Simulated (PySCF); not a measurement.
A run for PySCF: R-B3LYP/3-21G on HCl (SMILES Cl).

```python
from pyscf import gto, scf, dft, mp
from pyscf.data.elements import chemcore

mol = gto.M(
    atom='''
    Cl    0.66261912   -0.26535882    0.25137751
    H    -0.00026337   -0.38571534    1.37779825
    ''',
    basis='3-21g',
    charge=0, spin=0, verbose=3, max_memory=1800)
mf = dft.RKS(mol, xc='b3lyp')
mf.conv_tol = 1e-8
mf.max_cycle = 100
mf.kernel()
if not mf.converged:
    mf = mf.newton().run(mf.mo_coeff, mf.mo_occ)
```

It printed:

```
converged SCF energy = -458.589117350506
```

The run converged.

Cost: about 0.13 core-seconds (a rough figure).
